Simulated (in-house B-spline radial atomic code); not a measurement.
The outermost shell (largest non-relativistic mean radius) with and without relativity; Dirac values are averaged over j. Computed with an all-electron radial atomic-structure program (B-spline basis): non-relativistic Hartree-Fock and Dirac-Hartree-Fock, averages of the configuration (point nuclei without relativity, finite nuclei with it).

| ion | configuration | outermost shell | radius non-relativistic (bohr) | radius Dirac (bohr) | radius change (%) | level non-relativistic (eV) | level Dirac (eV) | spin-orbit splitting (eV) |
| --- | --- | --- | --- | --- | --- | --- | --- | --- |
| In3+ | [Kr] 4d10 | 4d | 1.136 | 1.1437 | 0.67566 | -57.357 | -56.572 | 0.9668 |
| Sn3+ | [Kr] 4d10 5s1 | 5s | 2.2551 | 2.177 | -3.4654 | -37.954 | -39.426 | - |
| Sb3+ | [Kr] 4d10 5s2 | ? | ? | ? | ? | ? | ? | ? |
| Te3+ | [Kr] 4d10 5s2 5p1 | ? | ? | ? | ? | ? | ? | ? |
| I3+ | [Kr] 4d10 5s2 5p2 | 5p | 2.1599 | 2.1349 | -1.1599 | -38.745 | -39.026 | 1.414 |
| Xe3+ | [Kr] 4d10 5s2 5p3 | 5p | 2.0502 | 2.0259 | -1.1846 | -41.528 | -41.842 | 1.7119 |

(1) Fill in the row of Sb3+.

(2) Fill in the row of Te3+.

(3) Which member changes most?

## Answers

(1) outermost shell: 5s; radius non-relativistic (bohr): 2.1441; radius Dirac (bohr): 2.0705; radius change (%): -3.4317; level non-relativistic (eV): -40.350; level Dirac (eV): -41.895.

(2) outermost shell: 5p; radius non-relativistic (bohr): 2.2848; radius Dirac (bohr): 2.2587; radius change (%): -1.1422; level non-relativistic (eV): -35.990; level Dirac (eV): -36.245; spin-orbit splitting (eV): 1.1491.

(3) Tin (Sn3+): its 5s shell contracts by 3.5 %.
